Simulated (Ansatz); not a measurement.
`[CH3][SnH2][C]#N` + NH₃ → `N#CN` + `[CH3][SnH3]` at 600 K and 1 bar (substitution at a C–Sn bond).

Isolated molecules relaxed with PBE0-D4/def2-TZVP in Ansatz; ΔE leaves out vibrations. CCSD(T)/CBS adds triple-zeta CCSD(T) − MP2 to the extrapolated MP2 energy (def2 sets, frozen cores). This one scheme is used for every species. Elements past krypton have def2 core potentials. For Sn outer-core shells are correlated without core-valence functions, which leaves a few kJ/mol of doubt a bond. Each species was taken in one conformer, which may not be the lowest.

```csv
species,CCSD(T)/CBS energy (Eh),H − E (kJ/mol),S (J/(mol·K))
`[CH3][SnH2][C]#N`,-347.81716,208.3,428.9
NH₃,-56.50880,112.4,219.5
`N#CN`,-148.62764,120.2,289.3
`[CH3][SnH3]`,-255.66383,191.1,350.4
```

H − E and S are ideal-gas, rigid-rotor, harmonic terms from PBE0-D4/def2-TZVP, for one conformer and one mirror image of each species. 1 Eh = 2625.50 kJ/mol, R = 8.31446 J/(mol·K).

Q: By hand: ΔE, ΔH, ΔS and ΔG.

A: ΔE = (-148.62764) + (-255.66383) − (-347.81716) − (-56.50880) = 0.03449 Eh = 90.6 kJ/mol. Δ(H − E) = 120.2 + 191.1 − 208.3 − 112.4 = -9.4, so ΔH = 81.2 kJ/mol. ΔS = 289.3 + 350.4 − 428.9 − 219.5 = -8.7 J/(mol·K). ΔG = 81.2 − 600 × (-8.7)/1000 = 86.4 kJ/mol.

Q: By hand: the equilibrium constant, and the temperature at which ΔG would vanish if ΔH and ΔS stayed fixed.

A: log₁₀ K = −ΔG/(RT ln 10) = -7.5. ΔH and −TΔS have one sign here, so there is no such temperature.

The number of gas molecules stays the same, so ΔS is small and ΔH decides. A doubt of 5 kJ/mol in ΔE shifts log₁₀ K by 0.4 here. Other conformers and mirror images would add mixing entropy, several J/(mol·K) or more a flexible species. These are equilibria of isolated gas molecules and say nothing of rates. Largest T1 diagnostic: 0.014 (customary marks: 0.02 for closed shells, 0.045 for open ones).

ΔS is within the doubt of such terms, so its sign, and with it that verdict, could turn.
